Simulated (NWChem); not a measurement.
Molecule: CClF, singlet; SMILES [C](F)Cl

All runs: NWChem. Pople sets run with spherical d functions. Low-valent species are run as closed-shell singlets; no triplet was tried in these runs. The geometry was optimised at B3LYP/6-31G* (spherical d). Static field.

Task: Taking PBE0/aug-cc-pVTZ as the yardstick, which of these has the fewest basis functions while keeping “isotropic polarisability (bohr³)” within 10 % of it: PBE0/def2-SVPD; PBE0/def2-TZVP; PBE0/def2-TZVPD; PBE0/Sadlej pVTZ; PBE0/6-31+G*; PBE0/6-31G*; PBE0/def2-SVP; PBE0/aug-cc-pVDZ?

Result: PBE0/def2-SVPD (a larger set in the list lies outside the tolerance).
```
level             basis functions  isotropic polarisability (bohr³)  relative time (rough)
----------------  ---------------  --------------------------------  ---------------------
PBE0/6-31G*                    46                              20.8                      1
PBE0/def2-SVP                  46                              20.3                      1
PBE0/6-31+G*                   58                              25.9                      3
PBE0/def2-SVPD                 70                              30.0                      3
PBE0/aug-cc-pVDZ               73                              29.7                     10
PBE0/Sadlej pVTZ               80                              30.6                      8
PBE0/def2-TZVP                 99                              25.9                      9
PBE0/def2-TZVPD               123                              30.6                     20
PBE0/aug-cc-pVTZ              142                              30.5                     60
```

The yardstick is one finite set, not the basis-set limit.
